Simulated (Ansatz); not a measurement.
CdMeBr (CH3BrCd), 6 atoms. Hardware: 4 threads of Intel Xeon Platinum 8488C on a shared host.

In the def2 sets Cd takes a core potential; there is no spin–orbit coupling. Correlated methods freeze 10 core orbitals; core or outer-core shells of Cd, Br are correlated, in sets that lack core-valence functions.

(1) How many basis functions does each of these Ansatz runs have, and roughly what does it cost? B3LYP-D4/def2-TZVP, charge 0 singlet, energy, from earlier orbitals; B2PLYP/def2-TZVP, charge 0 singlet, energy, from earlier orbitals; CCSD(T)/def2-TZVPP, charge 0 singlet, energy, from earlier orbitals; PBE-D4/def2-TZVP, charge 1 doublet at the geometry of the charge 0 singlet, energy, from earlier orbitals; PBE-D4/def2-TZVP, charge 0 singlet, energy, from earlier orbitals; RPA@PBE/def2-TZVP, charge 0 singlet, energy, from earlier orbitals; PBE0-D4/def2-SVP, charge 1 doublet at the geometry of the charge 0 singlet, energy with a search over starts; PBE0-D4/def2-SVP, charge 0 singlet, energy, from earlier orbitals; r2SCAN-D4/def2-TZVPD, charge -1 doublet at the geometry of the charge 0 singlet, energy, from earlier orbitals; PBE0-D4/def2-TZVPD, charge 0 singlet, energy, from earlier orbitals; PBE0-D4/def2-TZVP, charge 0 singlet, relaxation, 4 steps; PBE-D4/def2-TZVPD, charge -1 doublet at the geometry of the charge 0 singlet, energy, from earlier orbitals.

## Answers

(1) Other jobs shared the machine, so times can vary by a factor of up to 3. A dash marks memory too small to be measured apart from the calling script's.

```json
{"run": "PBE-D4/def2-TZVP, charge 0 singlet, energy, from earlier orbitals", "functions": "137", "fitting or Cholesky vectors": "1057", "wall time": "0.95 s", "peak host memory (GiB)": "–"}
{"run": "PBE0-D4/def2-SVP, charge 0 singlet, energy, from earlier orbitals", "functions": "92", "fitting or Cholesky vectors": "937", "wall time": "1.3 s", "peak host memory (GiB)": "–"}
{"run": "B3LYP-D4/def2-TZVP, charge 0 singlet, energy, from earlier orbitals", "functions": "137", "fitting or Cholesky vectors": "1123", "wall time": "1.6 s", "peak host memory (GiB)": "–"}
{"run": "PBE0-D4/def2-TZVPD, charge 0 singlet, energy, from earlier orbitals", "functions": "161", "fitting or Cholesky vectors": "1219", "wall time": "1.8 s", "peak host memory (GiB)": "–"}
{"run": "RPA@PBE/def2-TZVP, charge 0 singlet, energy, from earlier orbitals", "functions": "137", "fitting or Cholesky vectors": "1044", "wall time": "2.4 s", "peak host memory (GiB)": "–"}
{"run": "B2PLYP/def2-TZVP, charge 0 singlet, energy, from earlier orbitals", "functions": "137", "fitting or Cholesky vectors": "1044", "wall time": "2.6 s", "peak host memory (GiB)": "–"}
{"run": "PBE-D4/def2-TZVPD, charge -1 doublet at the geometry of the charge 0 singlet, energy, from earlier orbitals", "functions": "161", "fitting or Cholesky vectors": "1116", "wall time": "3.4 s", "peak host memory (GiB)": "–"}
{"run": "PBE0-D4/def2-TZVP, charge 0 singlet, relaxation, 4 steps", "functions": "137", "fitting or Cholesky vectors": "1145", "wall time": "7 s", "peak host memory (GiB)": "–"}
{"run": "PBE-D4/def2-TZVP, charge 1 doublet at the geometry of the charge 0 singlet, energy, from earlier orbitals", "functions": "137", "fitting or Cholesky vectors": "1057", "wall time": "12 s", "peak host memory (GiB)": "–"}
{"run": "r2SCAN-D4/def2-TZVPD, charge -1 doublet at the geometry of the charge 0 singlet, energy, from earlier orbitals", "functions": "161", "fitting or Cholesky vectors": "1116", "wall time": "13 s", "peak host memory (GiB)": "–"}
{"run": "PBE0-D4/def2-SVP, charge 1 doublet at the geometry of the charge 0 singlet, energy with a search over starts", "functions": "92", "fitting or Cholesky vectors": "937", "wall time": "17 s", "peak host memory (GiB)": "–"}
{"run": "CCSD(T)/def2-TZVPP, charge 0 singlet, energy, from earlier orbitals", "functions": "177", "fitting or Cholesky vectors": "1127", "wall time": "66 s", "peak host memory (GiB)": "2.1"}
```
